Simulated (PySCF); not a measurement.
**How methods differ on the interval between two levels of Te⁺**

Te⁺ [Kr] 4d10 5s2 5p3 [4S3/2, M_J = 3/2] → Te⁺ [Kr] 4d10 5s2 5p2 6s1 [4P5/2, M_J = 5/2], as a difference of total energies. Computed with PySCF 2.14 in x2c-SVPall-2c with one added diffuse shell each of s, p type (7s9p4d, 54 functions), with the two-component X2C-1e Hamiltonian. Correlated levels: [Ar] 3d10 frozen; the 6 highest virtual spinors dropped. "Screened" scales the spin-orbit matrix elements by Boettger's factors to mimic the two-electron term; Breit and QED terms are absent.

```csv
method,interval between two levels (cm⁻¹)
GHF (spin-free),82931
GMP2 (spin-free),82893
GHF (screened spin-orbit),85173
GMP2 (screened spin-orbit),85311
```

The labels give the starting determinants; with spin-orbit coupling the two ends relaxed to ⟨J²⟩ = 3.75, ⟨L²⟩ = 0.10, ⟨S²⟩ = 3.65 and ⟨J²⟩ = 8.75, ⟨L²⟩ = 2.58, ⟨S²⟩ = 3.36.

The promoted electron is Rydberg-like, and one or two diffuse shells describe it only roughly, which tends to raise the upper state.
